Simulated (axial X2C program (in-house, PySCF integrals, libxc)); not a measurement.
## Worked dissociation energy of ReB⁺: PBEsol, scalar-relativistic

Computed with an axial X2C code built on PySCF integrals. Spin-free means the one-electron spin-free X2C Hamiltonian. Basis: Re dyall-cv3z [13s14p9d7f4g], B dyall-v3z [7s6p2d1f] (cores contracted in-house); Gaussian nuclei, density fitting, unrestricted open shells. Masses: Re 186.956 u, B 11.009 u.

Molecular state: M_S = 5/2, Λ = 1 (beyond evenly filled blocks: 2 × σα, π+α, π+β, π-α, δ+α, δ-α).

| Quantity | Value |
| --- | --- |
| E(Re+) (2M_S = 6, M_L = 0) | -16688.279099 hartree |
| E(B) (2M_S = 1, M_L = 0) | -24.484219 hartree |
| E(ReB⁺) at Re | -16712.889420 hartree |
| ωe | 743.2 cm⁻¹ |
| ωexe | 4.4 cm⁻¹ |

(1) Work out De and D0.

The state is one determinant whose occupation by symmetry is held fixed; it was picked as the lowest of a PBE0 search that is not exhaustive. Dissociation energies refer to the lowest single-determinant-based atoms at the same level and basis. PBE0 can misorder states that lie within some tenths of an eV, so this need not be the ground state of the molecule. The nearest other spin-free determinant of the search, M_S = 3/2, Λ = 1, lies 0.14 eV up at the distance of the search. Without a current term, density functionals place determinants with orbital angular momentum somewhat too high.

Each atomic determinant is the lowest at this level and need not be a pure term. Totals compare only within one Hamiltonian and basis.

Answers

(1) De = -16688.279099 + (-24.484219) − (-16712.889420) = 0.12610 hartree = 3.431 eV. The zero-point energy is ωe/2 − ωexe/4 = 371 cm⁻¹ = 0.046 eV, so D0 = 3.385 eV.
